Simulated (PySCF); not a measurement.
# Radial density of W⁺ (tungsten, charge +1)

PBE0, [Xe] 4f14 5d4 6s1, high-spin 6D determinant. All numbers are calculated (PySCF 2.14, a scalar-relativistic core potential, in aug-cc-pVDZ-PP with ECP60MDF (5s5p4d2f, 54 functions)). This is the valence pseudo-density: the core potential removes the inner electrons and smooths the orbitals near the nucleus.

```
r (bohr)  4πr²ρ (e/bohr)  4πr²(ρα − ρβ)
   0.136       2.994e-05         0.0000
   0.229       0.0001768         0.0000
   0.386         0.03245         0.0029
   0.649           2.815         0.1990
    1.09           10.83         1.7251
    1.84           4.353         2.3924
    3.09          0.9542         0.9214
    5.20         0.06483         0.0648
    8.74       0.0001865         0.0002
```

Energies and moments cover only the electrons outside the core potential. Spin-orbit coupling, absent here, splits the open shell strongly.
